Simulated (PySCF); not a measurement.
## Nb: excitation energy

Nb [Kr] 4d4 5s1 (6D) → Nb [Kr] 4d4 5p1 (high-spin determinant), as a difference of total energies. Calculation: PySCF 2.14, in x2c-TZVPPall; scalar relativity by spin-free X2C-1e. Correlated levels: valence: [Kr] frozen. The calculations carry no spin-orbit coupling.

```json
{"method": "UHF", "excitation energy (cm⁻¹)": "21745"}
{"method": "MP2 (valence)", "excitation energy (cm⁻¹)": "23305"}
{"method": "SCS-MP2 (valence)", "excitation energy (cm⁻¹)": "22265"}
{"method": "CCSD (valence)", "excitation energy (cm⁻¹)": "22825"}
{"method": "CCSD(T) (valence)", "excitation energy (cm⁻¹)": "22591"}
```

The basis was made for the ground configuration and has no added diffuse functions, so the excitation energy can come out too high.

The coupled-cluster amplitudes are large for the upper state (T1 above 0.03 or a double amplitude above 0.15), so a single reference is strained.

The determinant of the upper state mixes LS terms, which raises its energy above the lowest term, most at the Hartree-Fock and MP2 levels.
